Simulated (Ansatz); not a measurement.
Steps of a relaxation of `C[SiH2]C1N=CO1` with RKS PBE0-D4/def2-TZVP.

```sh
$ ansatz run in.yaml --threads 4 --pin off --events-out ev --progress --plain --max-ram 10444MiB
```

```yaml
crystal:
  periodic: [false, false, false]
  atoms:
    - {symbol: C, position_ang: [-0.936109, -1.885083, 0.279747]}
    - {symbol: Si, position_ang: [0.597629, -0.848567, -0.069511]}
    - {symbol: C, position_ang: [0.257893, 0.952497, 0.496918]}
    - {symbol: N, position_ang: [-0.773050, 1.623225, -0.310144]}
    - {symbol: C, position_ang: [0.214757, 2.368271, -0.706669]}
    - {symbol: O, position_ang: [1.294973, 1.897863, -0.015195]}
    - {symbol: H, position_ang: [-0.817003, -2.915635, -0.111065]}
    - {symbol: H, position_ang: [-1.816244, -1.421099, -0.209320]}
    - {symbol: H, position_ang: [-1.136696, -1.951603, 1.368265]}
    - {symbol: H, position_ang: [0.904047, -0.769926, -1.538318]}
    - {symbol: H, position_ang: [1.802173, -1.366707, 0.670491]}
    - {symbol: H, position_ang: [0.135151, 1.086909, 1.593993]}
    - {symbol: H, position_ang: [0.292979, 3.194956, -1.434494]}
basis:
  gaussian: {orbitals: def2-TZVP}
hamiltonian: {xc: pbe0, dispersion: d4}
relax: {f_tol: 0.005, max_steps: 150}
```

Positions (Å) and forces (eV/Å) along the path, 10 of 10 steps:

```xyz
13
step=1 energy=-14630.2557 eV
C    -0.936   -1.885    0.280   -0.158   -0.081    0.038
Si    0.598   -0.849   -0.070   -0.039    0.020   -0.007
C     0.258    0.952    0.497    0.082   -0.040    0.262
N    -0.773    1.623   -0.310    1.287    0.638   -0.186
C     0.215    2.368   -0.707   -0.348   -0.354    0.214
O     1.295    1.898   -0.015   -0.964   -0.048   -0.202
H    -0.817   -2.916   -0.111   -0.054    0.499    0.186
H    -1.816   -1.421   -0.209    0.419   -0.236    0.233
H    -1.137   -1.952    1.368    0.100    0.032   -0.524
H     0.904   -0.770   -1.538   -0.064   -0.023    0.305
H     1.802   -1.367    0.670   -0.253    0.105   -0.144
H     0.135    1.087    1.594    0.058   -0.027   -0.592
H     0.293    3.195   -1.434   -0.067   -0.484    0.417
13
step=2 energy=-14630.3110 eV
C    -0.931   -1.876    0.278   -0.008    0.003   -0.001
Si    0.593   -0.845   -0.071   -0.094    0.023    0.035
C     0.257    0.944    0.496    0.076    0.069    0.010
N    -0.764    1.626   -0.307    0.335    0.134   -0.066
C     0.214    2.360   -0.703   -0.037   -0.147    0.163
O     1.285    1.888   -0.016   -0.318   -0.045   -0.089
H    -0.809   -2.896   -0.104   -0.014    0.135    0.051
H    -1.803   -1.424   -0.208    0.119   -0.066    0.066
H    -1.129   -1.938    1.355    0.030    0.010   -0.146
H     0.897   -0.771   -1.527   -0.012   -0.002    0.073
H     1.784   -1.360    0.665   -0.056    0.028   -0.035
H     0.136    1.082    1.579    0.005   -0.013   -0.177
H     0.291    3.176   -1.421   -0.026   -0.129    0.114
13
step=3 energy=-14630.3163 eV
C    -0.928   -1.872    0.278    0.020    0.016   -0.005
Si    0.587   -0.844   -0.070   -0.013   -0.003    0.011
C     0.258    0.941    0.491    0.053   -0.036   -0.111
N    -0.758    1.620   -0.314   -0.057    0.055    0.075
C     0.214    2.358   -0.697    0.063   -0.085   -0.045
O     1.283    1.877   -0.023   -0.052    0.037    0.075
H    -0.803   -2.889   -0.099    0.002   -0.011   -0.003
H    -1.798   -1.427   -0.209   -0.012    0.002   -0.005
H    -1.127   -1.931    1.350   -0.005   -0.002    0.014
H     0.893   -0.769   -1.521    0.002   -0.002   -0.010
H     1.776   -1.354    0.665    0.010   -0.008    0.004
H     0.135    1.081    1.568   -0.006    0.018    0.008
H     0.289    3.176   -1.406   -0.006    0.020   -0.009
13
step=4 energy=-14630.3166 eV
C    -0.928   -1.871    0.278    0.008    0.009   -0.003
Si    0.586   -0.843   -0.072    0.006   -0.002    0.000
C     0.258    0.940    0.490    0.004    0.055    0.021
N    -0.760    1.626   -0.306   -0.047   -0.066   -0.053
C     0.216    2.353   -0.700    0.012    0.068    0.064
O     1.281    1.881   -0.016    0.031   -0.054   -0.042
H    -0.801   -2.889   -0.096    0.003   -0.021   -0.006
H    -1.798   -1.429   -0.211   -0.019    0.006   -0.009
H    -1.127   -1.928    1.350   -0.006   -0.001    0.022
H     0.892   -0.770   -1.523    0.002    0.000   -0.014
H     1.775   -1.355    0.662    0.009   -0.003    0.005
H     0.135    1.078    1.567   -0.004   -0.006    0.038
H     0.291    3.171   -1.409    0.000    0.014   -0.023
13
step=5 energy=-14630.3171 eV
C    -0.928   -1.872    0.278    0.003    0.005   -0.001
Si    0.587   -0.843   -0.072   -0.003   -0.001    0.003
C     0.258    0.940    0.490    0.017    0.007   -0.013
N    -0.760    1.624   -0.310   -0.012    0.001   -0.003
C     0.215    2.356   -0.698    0.014    0.000    0.011
O     1.282    1.879   -0.019   -0.012   -0.008    0.002
H    -0.801   -2.890   -0.095    0.001   -0.002    0.001
H    -1.799   -1.429   -0.211   -0.002   -0.002    0.000
H    -1.128   -1.928    1.351   -0.001    0.000    0.002
H     0.892   -0.771   -1.523    0.000   -0.001   -0.002
H     1.776   -1.355    0.663    0.001    0.000    0.000
H     0.135    1.079    1.568   -0.003    0.000    0.003
H     0.291    3.174   -1.407   -0.004    0.001   -0.002
13
step=6 energy=-14630.3171 eV rejected
C    -0.928   -1.872    0.279    0.004    0.006   -0.002
Si    0.587   -0.843   -0.073   -0.001   -0.002    0.002
C     0.258    0.940    0.490   -0.016    0.017   -0.036
N    -0.759    1.624   -0.312    0.007   -0.014    0.016
C     0.216    2.357   -0.698    0.006   -0.003    0.013
O     1.281    1.880   -0.016    0.000   -0.003    0.000
H    -0.801   -2.891   -0.094    0.000   -0.003    0.001
H    -1.799   -1.431   -0.210   -0.003   -0.001   -0.001
H    -1.127   -1.927    1.352   -0.001   -0.001    0.002
H     0.890   -0.770   -1.524    0.001   -0.002   -0.003
H     1.776   -1.355    0.661    0.003   -0.002    0.001
H     0.132    1.078    1.567   -0.001    0.004    0.010
H     0.293    3.175   -1.406    0.001    0.003   -0.003
13
step=7 energy=-14630.3171 eV
C    -0.928   -1.872    0.279    0.001    0.002    0.000
Si    0.587   -0.843   -0.072    0.000   -0.001    0.002
C     0.258    0.940    0.490    0.003    0.002   -0.010
N    -0.760    1.625   -0.310   -0.002    0.000    0.002
C     0.216    2.357   -0.698    0.004    0.001    0.003
O     1.282    1.879   -0.018   -0.001   -0.002    0.002
H    -0.800   -2.890   -0.094    0.000   -0.001    0.001
H    -1.799   -1.431   -0.211   -0.001   -0.001    0.000
H    -1.128   -1.927    1.351   -0.001    0.000    0.000
H     0.892   -0.771   -1.524    0.000   -0.001   -0.001
H     1.776   -1.355    0.662    0.000    0.000    0.000
H     0.134    1.078    1.567   -0.001    0.000    0.001
H     0.291    3.175   -1.406   -0.002    0.001    0.000
13
step=8 energy=-14630.3171 eV
C    -0.928   -1.872    0.280    0.000   -0.001   -0.001
Si    0.587   -0.845   -0.074   -0.003    0.008   -0.001
C     0.257    0.940    0.486    0.006   -0.004   -0.012
N    -0.759    1.627   -0.312   -0.006   -0.007    0.001
C     0.216    2.360   -0.696    0.000    0.010    0.004
O     1.282    1.879   -0.019    0.005   -0.005    0.009
H    -0.799   -2.893   -0.088   -0.001   -0.001    0.001
H    -1.798   -1.435   -0.214   -0.001   -0.001    0.001
H    -1.129   -1.923    1.352    0.000    0.001   -0.001
H     0.891   -0.776   -1.526    0.000   -0.002   -0.001
H     1.776   -1.355    0.661    0.001    0.002    0.000
H     0.132    1.075    1.564    0.001    0.006    0.003
H     0.292    3.183   -1.400   -0.001   -0.007   -0.002
13
step=9 energy=-14630.3171 eV
C    -0.928   -1.873    0.280    0.000   -0.001    0.000
Si    0.586   -0.844   -0.075    0.001    0.002    0.001
C     0.258    0.940    0.487   -0.005   -0.003   -0.003
N    -0.759    1.627   -0.312    0.005    0.000    0.001
C     0.217    2.360   -0.696   -0.003    0.001    0.001
O     1.282    1.879   -0.018    0.001    0.001    0.000
H    -0.798   -2.893   -0.087    0.000    0.000    0.000
H    -1.799   -1.436   -0.214    0.000    0.000    0.000
H    -1.129   -1.923    1.352    0.000    0.001    0.000
H     0.890   -0.775   -1.526   -0.001    0.000    0.000
H     1.776   -1.354    0.660    0.000   -0.001    0.000
H     0.132    1.076    1.564    0.001    0.001    0.001
H     0.293    3.182   -1.401    0.001   -0.002    0.000
13
step=10 energy=-14630.3172 eV
C    -0.928   -1.873    0.280    0.000    0.000    0.000
Si    0.586   -0.844   -0.075    0.000   -0.001   -0.001
C     0.257    0.940    0.487    0.000    0.000    0.001
N    -0.759    1.627   -0.312   -0.001    0.001    0.000
C     0.217    2.360   -0.696    0.000    0.001   -0.001
O     1.282    1.879   -0.017    0.000   -0.001    0.000
H    -0.797   -2.894   -0.085    0.000    0.000    0.001
H    -1.799   -1.438   -0.215    0.000    0.000    0.000
H    -1.130   -1.922    1.352    0.000    0.000    0.000
H     0.889   -0.775   -1.527    0.000    0.000    0.000
H     1.776   -1.354    0.659    0.000    0.000    0.000
H     0.131    1.076    1.564    0.000    0.000    0.000
H     0.294    3.182   -1.401    0.000    0.000    0.000
```

Hardware: 4 threads of a server CPU on a shared host. Wall time 3.4 min, peak host memory 0.7 GiB.
